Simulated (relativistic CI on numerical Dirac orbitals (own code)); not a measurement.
Calculated at this level of theory: Dirac-Coulomb-Breit CI, separate exchange-only KLI orbitals for each configuration, model QED (radiative potential, 1s self-energy scaled to tabulated hydrogen-like ionisation energies), unscaled Slater integrals (own radial code, finite nucleus).

Configuration list (outside the closed core [Ne]): 3s²3p⁶3d⁸, 3s²3p⁵3d⁹, 3s²3p⁴3d¹⁰, 3s3p⁶3d⁹, 3p⁶3d¹⁰, 3s²3p⁶3d⁷4s, 3s²3p⁶3d⁷4p, 3s3p⁵3d¹⁰, 3s²3p⁶3d⁷4d, 3s²3p⁶3d⁶4s², 3s²3p⁶3d⁷4f, 3s²3p⁵3d⁸4s, 3s²3p⁶3d⁶4s4p, 3s²3p⁴3d⁹4s, 3s²3p⁶3d⁷5s, 3s²3p⁶3d⁶4p², 3s²3p⁵3d⁸4p, 3s²3p⁴3d⁹4p, 3s²3p⁶3d⁷5p, 3s²3p⁶3d⁶4s4d, 3s²3p⁶3d⁷5d, 3s²3p⁶3d⁶4p4d, 3s²3p⁴3d⁹4d, 3s3p⁵3d⁹4s, 3s²3p⁶3d⁷5f, 3s²3p⁵3d⁸4d, 3s²3p⁵3d⁷4s², 3s²3p⁶3d⁷5g, 3s3p⁶3d⁸4s, 3s²3p⁶3d⁷6s, 3s3p⁵3d⁹4p, 3s²3p⁶3d⁶4d², 3s²3p⁶3d⁷6p, 3s²3p⁵3d⁷4s4p, 3s²3p⁶3d⁷6d, 3s3p⁶3d⁸4p. Levels of other configurations are missing.

At this charge energies of transitions that change n are usually good to better than 1 %, and those within a shell (Δn = 0) to a few per cent. Terms inside the open d or f shell come out 10 to 20 % too wide with unscaled integrals.

Outline of the computed level scheme of Tc XVIII. Lowest level of each configuration: 3s²3p⁶3d⁸ ³F4 at 0.000 eV; 3s²3p⁵3d⁹ ³F°4 at 164.736 eV; 3s²3p⁶3d⁷4s ⁵F5 at 276.389 eV.

Some strong electric-dipole decays among the lowest 45 levels: 3s²3p⁵3d⁹ ¹F°3 → 3s²3p⁶3d⁸ ¹G4 (8.8e+11 s⁻¹); 3s²3p⁵3d⁹ ³D°1 → 3s²3p⁶3d⁸ ³F2 (4.2e+11 s⁻¹); 3s²3p⁵3d⁹ ³P°0 → 3s²3p⁶3d⁸ ³P1 (3.6e+11 s⁻¹); 3s²3p⁵3d⁹ ³D°3 → 3s²3p⁶3d⁸ ³F4 (3.1e+11 s⁻¹); 3s²3p⁵3d⁹ ³D°2 → 3s²3p⁶3d⁸ ³F3 (2.9e+11 s⁻¹); 3s²3p⁵3d⁹ ³P°2 → 3s²3p⁶3d⁸ ³F3 (2.5e+11 s⁻¹); 3s²3p⁵3d⁹ ³F°3 → 3s²3p⁶3d⁸ ³F4 (2.1e+11 s⁻¹); 3s²3p⁵3d⁹ ³P°1 → 3s²3p⁶3d⁸ ³P2 (1.9e+11 s⁻¹).

LS names give the leading component of a level, which can be under half, so a name can repeat, a term be missing and a line seem to break the LS rules.
